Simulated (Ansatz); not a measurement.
Harmonic frequencies (cm⁻¹) at PBE0-D4/def2-TZVP from Ansatz: 84, 218, 246, 296, 383, 570, 671, 764, 825, 890, 964, 1019, 1025, 1169, 1228, 1305, 1429, 2656, 2700, 3079, 3796.

Each molecule was computed in one conformer, which needn't be the lowest.

Which molecule is it?
A. `OCB(F)S`
B. `N[BH][SnH]([F])[Cl]`
C. `FBOCS`
D. `OBC(F)S`

D.
